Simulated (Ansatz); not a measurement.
Isolated molecules relaxed with PBE0-D4/def2-TZVP in Ansatz; ΔE leaves out vibrations. CBS: MP2 limit from def2 TZ/QZ plus the TZ coupled-cluster correction, frozen cores. This one scheme is used for every species, atoms too. DFT in def2-TZVPP. B3LYP here is the variant with VWN-RPA as its local correlation; programs differ in this. Open shells (•) are unrestricted, without spin–orbit coupling. Spin–orbit coupling would lower the free atoms: a little for Al, F, Si; clearly for Ga. For Ga outer-core shells are correlated without core-valence functions, so the limit isn't a true one: a few kJ/mol of doubt a bond, and 10 to 20 or more in all where bonds break to atoms. Scalar relativity is left out up to krypton. One conformer a species, not always the lowest.

Reaction (atomization): `[F][Al]([GaH2])[SiH2][SiH3]` → Al• + F• + Ga• + 7 H• + 2 Si•

```json
{"level": "B3LYP-D4", "ΔE (kcal/mol)": "796.2"}
{"level": "BHLYP-D4", "ΔE (kcal/mol)": "787.7"}
{"level": "CAM-B3LYP", "ΔE (kcal/mol)": "793.8"}
{"level": "MP2/def2-QZVPP", "ΔE (kcal/mol)": "796.6"}
```

Q: What does CCSD(T)/CBS give? (Estimate.)

A: Ansatz gave: +806.8 kcal/mol. The listed levels differ from it by -10.6, -19.1, -13.0, -10.2 kcal/mol.

Largest T1 diagnostic among the species: 0.018.

From PBE to PBE0 (25 % exact exchange), in def2-TZVPP and without D4, ΔE moves by −2.8 kcal/mol: exact exchange takes away binding that semilocal exchange gives to molecules. At CCSD(T), def2-SVP lies −57.4 kcal/mol from the extrapolated value and def2-TZVPP −19.4 kcal/mol: correlation converges slowly with the basis, and small sets miss more of it in the bonded molecule than in its fragments. In def2-TZVPP, CCSD(T) changes the Hartree–Fock value by +185.8 kcal/mol (the triples alone add +9.2 kcal/mol) and MP2 by +183.2 kcal/mol; breaking electron pairs costs correlation energy, which Hartree–Fock lacks.

For atomizations the MP2-based limit and the directly extrapolated one differ by several kJ/mol either way, and by 10 to 25 for some Ge, Se and Sn compounds, so smaller differences from it don't rank the levels.
